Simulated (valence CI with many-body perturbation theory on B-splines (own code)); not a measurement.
Values are calculated unless marked as measured or tabulated.
## Basis-set convergence for Cd8+

Method: valence CI with perturbative core correlation (CI+MBPT): four valence electrons over a frozen Dirac-Fock core [Kr], radial functions for each j: 7 s, 7 p, 8 d, 6 f, 4 g, 1 h, with the one-electron correlation potential Σ1, the two-electron term Σ2, the three-electron term Σ3, Breit, model QED; selected CI, second order for the rest, scaled by the run's own slope (own B-spline code, finite nucleus).

No measured levels were compared; by estimate terms of the open shell hold to 2 to 4 % of their energy, and close levels can change places; different configurations can be misplaced against each other by 1,000 to 8,000 cm⁻¹. Only levels of the ground parity were solved; by the run's estimate the other parity begins above the list, which can be wrong where configurations are misplaced.

The reference run has the lowest level 4d4 5D_0 and an ionisation energy of 151.291 eV. Its largest variational space holds 19981 state functions.

Names give the largest LS component (configuration and term), which can be under half, so a name can repeat, a term be missing and a line seem to break the LS rules; names also repeat where a configuration has a term twice. Letters in brackets count levels of one name in rising energy.

Changed runs:
A. basis 6 s, 6 p, 5 d, 5 f, 1 g
B. basis 5 s, 5 p, 4 d, 4 f

Excitation energies of the reference run in cm⁻¹, and shifts in cm⁻¹:

```csv
Level,Reference,A,B
4d4 5D_1,1745,-24,-52
4d4 5D_2,4078,-38,-78
4d4 5D_3,6569,-39,-72
4d4 5D_4,9085,-27,-40
4d4 3P_0 [a],23423,+338,+892
4d4 3H_4,24505,+247,+964
4d4 3H_5,28047,+220,+956
4d4 3G_3,29159,+267,+1018
4d4 3P_1 [a],29573,+324,+976
4d4 3H_6,30244,+230,+990
4d4 3F_2 [a],30700,+306,+1033
4d4 3F_4 [a],32460,+247,+963
Ionisation energy (eV),151.291,-0.046,-0.096
```
